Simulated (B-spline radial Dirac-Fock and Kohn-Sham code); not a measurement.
**Core-level shifts of bismuth with charge state**

Model: ΔSCF Dirac-Fock with Breit, self-energy and vacuum polarisation, finite nucleus, configuration average. Program: a radial atomic solver. Each ion is free and in its tabulated ground configuration. Electron correlation is not included.

Reference: Bi³⁶⁺, [Kr] 4d10 4f1, with L1 17869.9 eV, L2 17186.1 eV, L3 14894.7 eV, M1 5469.7 eV, N3 1973.4 eV, Kα1 (K-L3) 77097.0 eV, Kβ1 (K-M3) 87351.0 eV, Lℓ (L3-M1) 9424.9 eV. Shifts from it, in eV (a dash: the subshell is empty, belongs to an open shell averaged over j, or its hole state is left out as unreliable):

```
  ion  configuration      L1      L2      L3      M1      N3    Kα1     Kβ1      Lℓ
Bi³⁷⁺      [Kr] 4d10   +77.2   +76.7   +77.1   +76.7   +61.0  -1.88   -0.86   +0.41
Bi³⁸⁺       [Kr] 4d9  +159.0  +159.1  +159.0  +151.2  +119.1  -0.85   +8.02   +7.78
Bi³⁹⁺       [Kr] 4d8  +242.0  +242.6  +242.0  +226.6  +177.8  +0.24  +17.23  +15.41
Bi⁴⁰⁺       [Kr] 4d7  +326.1  +327.3  +326.2  +302.9  +237.0  +1.39  +26.79  +23.30
Bi⁴¹⁺       [Kr] 4d6  +411.3  +413.1  +411.6  +380.1  +296.7  +2.61  +36.69  +31.46
Bi⁴²⁺       [Kr] 4d5  +497.7  +500.1  +498.1  +458.2  +357.1  +3.90  +46.93  +39.88
```

Over this range L1 (2s) moves by +497.7 eV and Kα1 by +3.9 eV: a line is a difference of two levels that shift in the same direction.

Values without a named source are computed, but for edge energies of neutral atoms, which are taken from tables.
